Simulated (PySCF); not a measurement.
Partial charges of `C=CC[SiH2][C@H]([SiH3])SC`

Compound: C5H14SSi2.
Geometry (GFN2-xTB, Å), atoms numbered from 1 in this order:
```
atom  x, y, z in Å
C1     3.7088    0.5520   -0.6520
C2     3.0295    0.2073    0.4269
C3     1.8040   -0.6292    0.4236
Si4    0.2734    0.4688    0.7108
C5    -1.2734   -0.6451    0.6973
Si6   -1.6459   -1.6521   -0.8816
S7    -2.7243    0.3444    1.2299
C8    -3.0139    1.4334   -0.1890
H9     3.4205    0.2092   -1.6326
H10    4.5798    1.1827   -0.6037
H11    3.3376    0.5696    1.3990
H12    1.8657   -1.3777    1.2139
H13    1.7096   -1.1539   -0.5272
H14    0.3509    1.1644    1.9997
H15    0.1996    1.4612   -0.3714
H16   -1.1867   -1.3546    1.5235
H17   -1.4265   -0.8100   -2.0609
H18   -0.7300   -2.7920   -0.9134
H19   -3.0350   -2.1061   -0.8420
H20   -3.2359    0.8393   -1.0706
H21   -3.8726    2.0444    0.0727
H22   -2.1458    2.0632   -0.3547
```

Density: PBE0/pcSseg-1 (PySCF); schemes: Mulliken, IAO, Hirshfeld and ESP-fitted. Geometry: GFN2-xTB, one conformer, isolated molecule.

**Question.** Do the Mulliken, IAO, Hirshfeld and ESP-fitted schemes agree on where the charge is highest?

**Answer.** All schemes agree: Mulliken Si4 (+0.709); IAO Si4 (+0.764); Hirshfeld Si4 (+0.323); ESP-fitted Si4 (+0.480).

**Question.** Which atoms carry the lowest charge in the Mulliken, IAO, Hirshfeld and ESP-fitted schemes?

**Answer.** All schemes agree: Mulliken C5 (-0.898); IAO C5 (-0.742); Hirshfeld C5 (-0.205); ESP-fitted C5 (-0.557).

**Question.** For which atoms does the sign change between the 4 schemes (beyond +0.03 e in one, beyond −0.03 e in another)?

**Answer.** S7.

**Question.** Tabulate the Mulliken, IAO, Hirshfeld and ESP-fitted charges.

**Answer.** In e:

| atom | environment | Mulliken | IAO | Hirshfeld | ESP-fitted |
| --- | --- | --- | --- | --- | --- |
| C1 | terminal =CH2 carbon | -0.156 | -0.338 | -0.114 | -0.551 |
| C2 | alkene CH carbon | -0.254 | -0.124 | -0.039 | -0.035 |
| C3 | sp3 carbon bound to silicon | -0.489 | -0.540 | -0.157 | -0.369 |
| Si4 | SiH2 silicon | +0.709 | +0.764 | +0.323 | +0.480 |
| C5 | sp3 carbon bound to sulfur | -0.898 | -0.742 | -0.205 | -0.557 |
| Si6 | SiH3 silicon | +0.490 | +0.587 | +0.299 | +0.378 |
| S7 | sulfide sulfur | -0.026 | +0.088 | -0.004 | -0.166 |
| C8 | S-methyl carbon | -0.397 | -0.504 | -0.121 | -0.385 |
| H9 | vinylic hydrogen | +0.105 | +0.141 | +0.042 | +0.216 |
| H10 | vinylic hydrogen | +0.115 | +0.151 | +0.044 | +0.201 |
| H11 | vinylic hydrogen | +0.112 | +0.143 | +0.045 | +0.137 |
| H12 | methylene hydrogen | +0.154 | +0.155 | +0.045 | +0.126 |
| H13 | methylene hydrogen | +0.153 | +0.149 | +0.043 | +0.159 |
| H14 | Si–H hydrogen | -0.050 | -0.113 | -0.079 | -0.103 |
| H15 | Si–H hydrogen | -0.060 | -0.126 | -0.078 | -0.064 |
| H16 | methine hydrogen | +0.202 | +0.174 | +0.044 | +0.284 |
| H17 | Si–H hydrogen | -0.067 | -0.120 | -0.076 | -0.070 |
| H18 | Si–H hydrogen | -0.069 | -0.114 | -0.076 | -0.102 |
| H19 | Si–H hydrogen | -0.050 | -0.103 | -0.074 | -0.064 |
| H20 | methyl hydrogen | +0.160 | +0.148 | +0.041 | +0.145 |
| H21 | methyl hydrogen | +0.158 | +0.172 | +0.055 | +0.205 |
| H22 | methyl hydrogen | +0.158 | +0.153 | +0.041 | +0.137 |

Mean size of the charges over all atoms: IAO 0.257 e, Mulliken 0.229 e, ESP-fitted 0.224 e, Hirshfeld 0.093 e. Each set sums to the total charge, 0, to within 0.001 e. The Hirshfeld scheme weights the molecular density at each point by an atom's share of the summed free-atom densities. The Mulliken scheme gives each basis function's population to the atom it is centred on and halves the overlap population of two atoms between them.

**Question.** How closely do the schemes follow one another over all atoms?

**Answer.** Correlation coefficient and root-mean-square difference: Mulliken with IAO 0.97, 0.078 e; IAO with Hirshfeld 0.96, 0.218 e; IAO with ESP-fitted 0.93, 0.126 e; Mulliken with Hirshfeld 0.91, 0.213 e; Mulliken with ESP-fitted 0.89, 0.144 e; Hirshfeld with ESP-fitted 0.88, 0.175 e.

**Question.** Sum the charges by element, for elements with more than one atom.

**Answer.** 
```csv
element,atoms,Mulliken,IAO,Hirshfeld,ESP-fitted
C,5,-2.194,-2.248,-0.636,-1.898
Si,2,+1.198,+1.351,+0.622,+0.858
H,14,+1.022,+0.809,+0.018,+1.205
```

**Question.** How many electrons does the ESP-fitted scheme count on C1?

**Answer.** Z − q = 6 − (-0.551) = 6.551.
